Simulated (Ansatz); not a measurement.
B₂F₄H₂, SMILES `F[B@H-]1[F+][B@H-](F)[F+]1`. Charge 0, multiplicity 1.

```json
{"atom": "F1", "x (Å)": "-0.8701", "y (Å)": "-0.4967", "z (Å)": "1.8346"}
{"atom": "B2", "x (Å)": "-0.9534", "y (Å)": "-0.2053", "z (Å)": "0.5511"}
{"atom": "F3", "x (Å)": "-0.0843", "y (Å)": "1.0328", "z (Å)": "0.2398"}
{"atom": "B4", "x (Å)": "0.9534", "y (Å)": "0.2053", "z (Å)": "-0.5511"}
{"atom": "F5", "x (Å)": "0.8702", "y (Å)": "0.4968", "z (Å)": "-1.8346"}
{"atom": "F6", "x (Å)": "0.0842", "y (Å)": "-1.0328", "z (Å)": "-0.2399"}
{"atom": "H7", "x (Å)": "-1.9923", "y (Å)": "-0.1573", "z (Å)": "-0.0211"}
{"atom": "H8", "x (Å)": "1.9923", "y (Å)": "0.1573", "z (Å)": "0.0212"}
```

Task: What are the harmonic wavenumbers in cm⁻¹ at PBE0-D4/def2-TZVP (Ansatz, finite differences of forces, unscaled)? (An estimate is asked.)

Result: Ansatz gave: 82, 241, 266, 350, 423, 537, 625, 697, 738, 813, 991, 1079, 1079, 1089, 1296, 1325, 2715, 2715.

Task: Is this a minimum?

Result: Yes, all 18 modes are real.

Task: Give the ideal-gas thermochemistry at 298.15 K and 1 bar (rigid rotor, harmonic oscillator; point group C2h, symmetry number 2).

Result: Zero-point energy 102.0 kJ/mol; H(298) − E = 120.2 kJ/mol; entropy 318.2 J/(mol·K), of which translation 166.2, rotation 104.2, vibration 47.8; G(298) − E = 25.4 kJ/mol. Modes under 100 cm⁻¹ are hindered rotations or soft bends, so the harmonic entropy is rough.

Task: And at 400, 500, 600, 800 and 1000 K?

Result: 
```tsv
T (K)	H − E (kJ/mol)	S (J/mol/K)	G − E (kJ/mol)
400	130.7	348.3	-8.6
500	142.6	374.8	-44.8
600	155.6	398.5	-83.5
800	184.2	439.5	-167.4
1000	214.9	473.8	-258.8
```

Task: Rotational constants (cm⁻¹)?

Result: 0.2977, 0.08378, 0.07311.
